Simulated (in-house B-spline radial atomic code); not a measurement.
**RPA and G0W0 on BLYP: the praseodymium ion Pr⁵⁺**

Configuration [Kr] 4d10 5s2 5p6, mean-field start BLYP. Computed with a B-spline radial code for spherical atoms: all electrons, scalar-relativistic (spin-free one-electron X2C), finite nucleus, each spin shell either full or empty, empty states to l = 9 with an (l + 1/2)⁻⁴ tail; G0W0 by contour deformation at full frequency.

Spin-orbit coupling, left out, splits p levels strongly here.

Command:
```bash
python run_gw.py task.json out
```
Settings (radii: box in bohr, nucleus in fm):
```
Z                        59
electrons                54
configuration            [Kr] 4d10 5s2 5p6
hamiltonian              x2c
method                   b88,lyp
lmax                     9
rms_radius               4.8919
spin_polarised           False
box_radius               10.43
intervals                67
```

Run time, properties included: 3.3 s on 1 thread of Arm Neoverse V2, with other jobs on the host.

Energies (hartree):

```csv
term,value
mean-field total,-9232.00323
Hartree-Fock functional on these orbitals,-9228.38365
direct second order,-5.1255
second-order exchange,1.3813
SOSEX correction,1.2856
```

**Question.** What is the RPA correlation energy, and what remains with SOSEX?

**Answer.** RPA gives -4.483 hartree (-2.26 eV per electron); RPA + SOSEX gives -3.1974, and the second-order doubles -3.7442 hartree (no singles). SOSEX takes back 29 % of the RPA value.

Quasi-particle levels (eV):

```tsv
level	occupied	mean field	Σx - vxc	Σc	QP weight	G0W0
5p	yes	-76.55	-6.58	?	?	?
4d	yes	-183.06	-16.55	3.16	0.902	-196.46
4f	no	-69.38	17.00	-6.45	0.879	-58.83
```

G0W0 = mean field + (Σx - vxc) + Σc, with Σc (partial-wave tail included) taken at the quasi-particle energy. Only the outer levels were computed. Levels of low weight are left out.

**Question.** Where does G0W0 put 5p?

**Answer.** At -83.15 eV, with Σc = -0.02 eV and a quasi-particle weight of 0.649.
